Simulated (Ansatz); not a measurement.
Cost and result up the ladder for Cr(SH)2 (CrH₂S₂) (5 atoms). The state is a quintet with charge 0. Geometry: PBE-D4/def2-TZVP.

```xyz
5

Cr   -0.0021   -0.0023   -0.0001
S     1.5657   -0.6062    1.5031
H     0.9972   -1.8066    1.7908
S    -1.5656    0.6071   -1.5058
H    -0.9952    1.8079   -1.7881
```

Ansatz on 4 threads of Arm Neoverse V1 on a shared host. Times are rough, and most runs start from the orbitals of an earlier one. No level here is sound enough to serve as a yardstick. Binding counts from free atoms at the same level (Cr septet, S triplet, H doublet; other spins of the atoms weren't run), without zero-point energy or a counterpoise term.

The 6-31G sets use Cartesian d functions. B3LYP takes the VWN-RPA correlation. Correlated methods freeze 15 core orbitals; core or outer-core shells of Cr are correlated, in sets that lack core-valence functions. In CCSD on the charge 0 quintet the largest single amplitude is 0.18, so its Hartree–Fock determinant may place the open shell otherwise than the density functionals do.

Correlated methods converge slowly with the basis.

```tsv
level	functions	wall time	binding energy per atom (eV)	remarks
HF/STO-3G	38	0.25 s	3.10	–
HF/6-31G	59	0.55 s	1.58	–
PBE-D4/def2-SVP	77	1.5 s	2.74	spin-contaminated (⟨S²⟩ 6.17)
LDA (SPW92)/def2-TZVP	131	1.6 s	3.12	spin-contaminated (⟨S²⟩ 6.15)
B3LYP-D4/6-31G	59	1.7 s	2.69	–
revPBE-D4/def2-TZVP	131	2 s	2.67	spin-contaminated (⟨S²⟩ 6.16)
PBE-D4/def2-TZVP	131	2 s	2.74	spin-contaminated (⟨S²⟩ 6.15)
PBE0-D4/def2-SVP	77	2.1 s	2.59	spin-contaminated (⟨S²⟩ 6.18)
BLYP-D4/def2-TZVP	131	2.2 s	2.71	–
PBE0-D4/def2-TZVP	131	4.1 s	2.61	spin-contaminated (⟨S²⟩ 6.14)
r2SCAN-D4/def2-TZVP (with forces)	131	6 s	2.67	spin-contaminated (⟨S²⟩ 6.18)
r2SCAN0-D4/def2-TZVP	131	13 s	2.57	spin-contaminated (⟨S²⟩ 6.14)
CCSD(T)/def2-TZVPP	176	7.2 min	2.58	–
```
